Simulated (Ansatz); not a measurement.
Process, species as SMILES: [Se]Cl (Cl-Se) → Cl atom + Se atom
B3LYP-D3(BJ)/def2-TZVP geometries, fixed; electronic energies without zero-point terms.

Basis-set convergence of the atomisation energy at HF with Ansatz (a quantum-chemistry and plane-wave program). Cartesian d functions, on some or all atoms, in 3-21G, 6-31G, 6-311G**; all else is spherical. Open shells are unrestricted. No added dispersion term, no relativity. Functions are those of the species that has most. Reference: the value in pcseg-4, 26.98 kcal/mol, itself unsure by roughly 0.18 kcal/mol (its mean distance from aug-pcseg-3, aug-cc-pV(Q+d)Z, cc-pV(5+d)Z).

| basis | functions | atomisation energy (kcal/mol) |
|---|---|---|
| STO-3G | 27 | 35.25 |
| 3-21G | 36 | 3.41 |
| 6-31G | 42 | 2.53 |
| aug-pcseg-1 | 63 | 21.24 |
| 6-311G** | 71 | (withheld) |
| cc-pV(T+d)Z | 82 | (withheld) |
| def2-QZVP | 145 | (withheld) |
| def2-QZVPP | 159 | (withheld) |
| pcseg-4 | 216 | 26.98 |

Complete the blanks.


- 6-311G**, atomisation energy (kcal/mol): 21.80
- cc-pV(T+d)Z, atomisation energy (kcal/mol): 26.22
- def2-QZVP, atomisation energy (kcal/mol): 26.65
- def2-QZVPP, atomisation energy (kcal/mol): 26.75
